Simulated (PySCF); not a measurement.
## Field gradients at the hydrogen positions

Compound: C5H6ClF3O.
Cartesian coordinates in Å at the GFN2-xTB level; atoms count from 1:
```
atom  x, y, z in Å
C1     2.1343   -1.1058    0.1918
O2     0.8668   -0.7198    0.6727
C3     0.2680    0.3674    0.1290
C4     0.8045    1.1624   -0.7971
Cl5   -0.0292    2.5314   -1.4286
C6    -1.1124    0.5667    0.7006
C7    -2.1289   -0.2930   -0.0360
F8    -2.1613   -0.0441   -1.3513
F9    -3.3724   -0.0794    0.4237
F10   -1.8951   -1.6038    0.0977
H11    2.3899   -2.0107    0.7395
H12    2.1020   -1.3223   -0.8796
H13    2.8834   -0.3327    0.3869
H14    1.7855    1.0271   -1.2168
H15   -1.4220    1.6079    0.6090
H16   -1.1207    0.2574    1.7471
```

Level: PBE0/pcSseg-1 (PySCF, non-relativistic); Q(2H) = 0.00286 b; rigid geometry, the same for H and D, with no vibrational averaging.

Question: Rank these positions by the coupling χzz of a deuteron there, largest first.
A. H15 (methylene hydrogen)
B. H11 (methyl hydrogen)
C. H14 (vinylic hydrogen)

Answer: C (225 kHz), B (204 kHz), A (198 kHz).

What are Vzz, η and χzz (234.96 MHz × Q × Vzz) at all hydrogens?

```tsv
atom	bonded to	bond length (Å)	Vzz (au)	η	χzz (kHz)
H11	C1	1.088	0.3041	0.08	204
H12	C1	1.093	0.2923	0.08	196
H13	C1	1.094	0.2923	0.08	196
H14	C4	1.075	0.3352	0.14	225
H15	C6	1.090	0.2954	0.04	198
H16	C6	1.091	0.2976	0.04	200
```

How does χzz go with the bond length over the 6 C–H bonds?

A straight-line fit has a slope of -16.0 kHz for each 0.01 Å, with a correlation coefficient of -0.99, over lengths from 1.075 to 1.094 Å. The longer bonds have the smaller couplings here.

Geometry: GFN2-xTB, one conformer, isolated molecule. GFN2-xTB bond lengths can be off by several hundredths of an ångström, more for odd bonds, and the gradients follow them. The basis is small and wasn't made for field gradients, so the couplings can be 20 % off.
